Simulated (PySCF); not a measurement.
H6Ge2, charge +1, doublet, at a GFN2-xTB geometry (a state made from the parent by changing its charge; the spin is typed, not shown lowest), with bond 8-2 at 1.3 times its length; M062X/cc-pVDZ (PySCF).

PySCF was given this input:
```python
from pyscf import gto, scf, dft

mol = gto.M(
    atom='''
Ge   -1.29469349    0.13696748   -0.01998394
Ge    1.29469349   -0.13696748    0.01998394
H    -1.73689031   -0.85395003   -1.06936281
H    -1.48917906    1.58565981   -0.39696865
H    -1.70671536   -0.20986339    1.39019260
H     1.48981544   -1.57304716    0.44218548
H     1.74085897    0.88657228    1.03583544
H     1.82433537    0.25510729   -1.82844187
''',
    basis='cc-pvdz',
    charge=1,
    spin=1,
    verbose=4,
)

mf = dft.UKS(mol)
mf.xc = 'm062x'
mf.init_guess = 'vsap'
mf.kernel()
```

Problem. Write the output that PySCF gives for this input, abridged.

Solution. 
```
PySCF version 2.14.0

[INPUT] verbose = 4
[INPUT] num. atoms = 8
[INPUT] num. electrons = 69
[INPUT] charge = 1
[INPUT] spin (= nelec alpha-beta = 2S) = 1
[INPUT] symmetry False subgroup None
[INPUT] Mole.unit = angstrom
[INPUT] Symbol           X                Y                Z      unit          X                Y                Z       unit  Magmom
[INPUT]  1 Ge    -1.294693490000   0.136967480000  -0.019983940000 AA   -2.446616111357   0.258831025172  -0.037764173490 Bohr   0.0
[INPUT]  2 Ge     1.294693490000  -0.136967480000   0.019983940000 AA    2.446616111357  -0.258831025172   0.037764173490 Bohr   0.0
[INPUT]  3 H     -1.736890310000  -0.853950030000  -1.069362810000 AA   -3.282246994311  -1.613731680764  -2.020802838695 Bohr   0.0
[INPUT]  4 H     -1.489179060000   1.585659810000  -0.396968650000 AA   -2.814140573837   2.996462767630  -0.750162028538 Bohr   0.0
[INPUT]  5 H     -1.706715360000  -0.209863390000   1.390192600000 AA   -3.225224602988  -0.396584330673   2.627083274397 Bohr   0.0
[INPUT]  6 H      1.489815440000  -1.573047160000   0.442185480000 AA    2.815343157748  -2.972628313425   0.835609453459 Bohr   0.0
[INPUT]  7 H      1.740858970000   0.886572280000   1.035835440000 AA    3.289746674792   1.675378798831   1.957445291718 Bohr   0.0
[INPUT]  8 H      1.824335370000   0.255107290000  -1.828441870000 AA    3.447494208657   0.482082910480  -3.455254368988 Bohr   0.0

nuclear repulsion = 305.555687988475
number of shells = 30
number of NR pGTOs = 196
number of NR cGTOs = 84
basis = cc-pvdz
ecp = {}

******** <class 'pyscf.dft.uks.UKS'> ********
method = UKS
initial guess = vsap
damping factor = 0
level_shift factor = 0
DIIS = <class 'pyscf.scf.diis.CDIIS'>
diis_start_cycle = 1
diis_space = 8
diis_damp = 0
SCF conv_tol = 1e-09
SCF conv_tol_grad = None
SCF max_cycles = 50
direct_scf = True
direct_scf_tol = 1e-13
number electrons alpha = 35  beta = 34
XC library pyscf.dft.libxc version 7.1.2
    S. Lehtola, C. Steigemann, M. J. T. Oliveira, and M. A. L. Marques,  SoftwareX 7, 1–5 (2018)
XC functionals = m062x
    Y. Zhao and D. G. Truhlar,  Theor. Chem. Acc. 120, 215 (2008)
    Y. Zhao and D. G. Truhlar,  Theor. Chem. Acc. 120, 215 (2008)
radial grids:
    Treutler-Ahlrichs [JCP 102, 346 (1995); DOI:10.1063/1.469408] (M4) radial grids

becke partition: Becke, JCP 88, 2547 (1988); DOI:10.1063/1.454033
pruning grids: <function nwchem_prune>
grids dens level: 3
symmetrized grids: False
atomic radii adjust function: <function treutler_atomic_radii_adjust>
small_rho_cutoff = 0
Set gradient conv threshold to 3.16228e-05
tot grids = 100128

init E= -4156.74049947781
cycle= 1 E= -4156.90147407473  delta_E= -0.161  |g|= 0.474  |ddm|= 1.32
cycle= 2 E= -4156.89164847269  delta_E= 0.00983  |g|= 0.441  |ddm|= 1.07
cycle= 3 E= -4157.13516470354  delta_E= -0.244  |g|= 0.0757  |ddm|= 0.626
cycle= 4 E= -4157.14350369079  delta_E= -0.00834  |g|= 0.0333  |ddm|= 0.133
cycle= 5 E= -4157.14571848151  delta_E= -0.00221  |g|= 0.0133  |ddm|= 0.067
cycle= 6 E= -4157.14634075093  delta_E= -0.000622  |g|= 0.00488  |ddm|= 0.0406
cycle= 7 E= -4157.14646036668  delta_E= -0.00012  |g|= 0.00204  |ddm|= 0.0169
cycle= 8 E= -4157.14648489976  delta_E= -2.45e-05  |g|= 0.000812  |ddm|= 0.00885
cycle= 9 E= -4157.14648806375  delta_E= -3.16e-06  |g|= 0.000405  |ddm|= 0.00292
cycle= 10 E= -4157.14648892473  delta_E= -8.61e-07  |g|= 0.000284  |ddm|= 0.00138
cycle= 11 E= -4157.14648961008  delta_E= -6.85e-07  |g|= 0.000136  |ddm|= 0.00172
cycle= 12 E= -4157.14648983598  delta_E= -2.26e-07  |g|= 4.31e-05  |ddm|= 0.00137
cycle= 13 E= -4157.14648985125  delta_E= -1.53e-08  |g|= 1.23e-05  |ddm|= 0.000392
cycle= 14 E= -4157.14648985175  delta_E= -5.02e-10  |g|= 3.93e-06  |ddm|= 4.66e-05
Extra cycle  E= -4157.14648985182  delta_E= -7.09e-11  |g|= 2.14e-06  |ddm|= 8.3e-06
converged SCF energy = -4157.14648985182  <S^2> = 0.75308447  2S+1 = 2.0030821
```
